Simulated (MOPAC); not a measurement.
MOPAC input (PM7):

```
PM7 1SCF GEO-OK AUX(PRECISION=9) THREADS=1
F2Ge

Ge    0.01086032 1   -0.00616844 1    0.41757255 1
F     0.63163470 1    1.16043427 1   -0.74230093 1
F    -0.67024917 1   -1.13850205 1   -0.74240146 1
```

Q: What heat of formation does the run end on, and which ionisation energy by Koopmans theorem?

A: -105.97 kcal/mol; 10.87 eV.
